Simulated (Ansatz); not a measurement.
```yaml
crystal:
  periodic: [true, true, true]
  atoms:
    - {symbol: C, position_ang: [-0.576458, 1.164069, 0.126529]}
    - {symbol: Se, position_ang: [0.730279, 0.267765, -1.000649]}
    - {symbol: C, position_ang: [0.723324, -1.405639, -0.177914]}
    - {symbol: S, position_ang: [1.615064, -2.669483, -0.629788]}
    - {symbol: H, position_ang: [-0.224480, 1.198389, 1.155605]}
    - {symbol: H, position_ang: [-1.538829, 0.660675, 0.059147]}
    - {symbol: H, position_ang: [-0.671128, 2.178753, -0.257592]}
    - {symbol: H, position_ang: [0.034328, -1.451630, 0.668762]}
basis:
  gaussian: {orbitals: def2-TZVPP, nuclear_model: gaussian}
magnetization: {spin_polarized: true, initial_magnetization: 2}
hamiltonian: {xc: {name: PBE0-DH}}
output: {forces: true}
```

```sh
$ ansatz run in.yaml --threads 4 --pin off --events-out ev --progress --plain --max-ram 10444MiB
```

Problem. How does Ansatz answer? (Estimate.)

Solution. Computed: The program refused the input.
```
Error: YAML parse error: error: line 2 column 3: crystal: missing field `lattice` (a structure is typed as `lattice` and `atoms`, a molecule's as `atoms` in Å alone, or read from a run's directory, `checkpoint`)
 --> <input>:2:3
1 | crystal:
2 |   periodic: [true, true, true]
3 |   atoms:
4 |     - {symbol: C, position_ang: [-0.576458, 1.164069, 0.126529]}
```
